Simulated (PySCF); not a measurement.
**Energy of Zr (zirconium, neutral) between two integer charges**

The 5s beta orbital of [Kr] 4d2 5s2 is emptied in steps (occupation f), with all orbitals relaxed, ending at [Kr] 4d2 5s1. Calculation: PySCF 2.14, in def2-TZVP with the def2 core potential (28 electrons) (6s4p3d1f, 40 functions); a scalar-relativistic core potential. The exact energy is a straight line in f; departures are measured from the line between the end points of the same method.

```
  f  CAM-B3LYP (eV)
  1           0.000
0.9          -0.090
0.7          -0.215
0.5          -0.262
0.3          -0.227
0.1          -0.101
  0           0.000
```

Task: For CAM-B3LYP, how does the orbital energy at f = 1 compare with the removal energy?

Result: −ε = 5.547 eV against a total-energy difference of 6.538 eV. By Janak's theorem ε = ∂E/∂f, so the gap between them reflects the curvature. Along the path −ε is 5.729 (f = 0.9), 6.105 (f = 0.7), 6.502 (f = 0.5), 6.931 (f = 0.3), 7.416 (f = 0.1) eV.

Reference removal energy between the ground levels: 6.634 eV (measured; NIST Atomic Spectra Database, ionization energies). The calculation has no spin-orbit coupling.
